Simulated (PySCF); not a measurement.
# Radial density of Tc²⁺ (technetium, charge +2)

UHF, [Kr] 4d5, high-spin 6S determinant. Calculation: PySCF 2.14, in x2c-SVPall; scalar relativity by spin-free X2C-1e.

```tsv
r (bohr)	4πr²ρ (e/bohr)	4πr²(ρα − ρβ)
0.0303	52.65	-0.0019
0.0510	46.14	0.0010
0.0858	63.47	0.0583
0.144	57.83	0.3568
0.243	44.62	0.7736
0.408	45.53	0.2182
0.687	13.42	0.6965
1.15	12.01	3.4688
1.94	3.300	2.1171
3.27	0.2405	0.2330
5.50	0.0007395	0.0006
```

Densities and radii are taken from the X2C orbitals without a picture-change correction, which distorts them close to the nucleus.
